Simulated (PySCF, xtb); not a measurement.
AlFH5NO2Si, SMILES F[SiH2][NH][Al]([OH])[OH].

GFN2-xTB in xtb at its own geometry gives an orbital gap of 3.72 eV and a dipole moment of 2.65 D.

Geometry: B3LYP-D3(BJ)/def2-SVP. The structure was generated by enumeration; whether it is a known compound was not checked. One conformer was computed; it need not be the lowest.

Problem. What does PBE/def2-TZVP (PySCF) give? (The exact figures need the calculation; the answer reports its results.)

Solution. gap 5.47 eV (levels -6.85 and -1.38 eV), dipole 1.42 D.
